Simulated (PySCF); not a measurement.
Computed shifts of a molecule C3H7BO2, PBE/pcSseg-1 (PySCF), GIAO, gas phase, equivalent atoms averaged, in ppm (number of nuclei): ¹³C: 78.1 (1), 27.8 (1), 17.2 (1). ¹H: 4.73 (1), 4.22 (1), 4.14 (1), 2.06 (1), 1.42 (3). References: ¹³C against TMS (σ = 182.0 ppm); ¹⁷O against H2O (σ = 334.3 ppm); ¹¹B against BF3 (σ = 83.9 ppm); ¹H against TMS (σ = 31.49 ppm), references at their B3LYP-D3(BJ)/def2-TZVP geometries, non-relativistic. Geometry optimised at B3LYP-D3(BJ)/def2-SVP. Other conformers were not sampled.

### Question
Identify the compound among the candidates.
(A) C=CB(O)CO
(B) C[C@H]1OCB1O
(C) C[C@H]1CB(O)O1
(D) C[C@@H]1COB1O

### Answer
D, C[C@@H]1COB1O
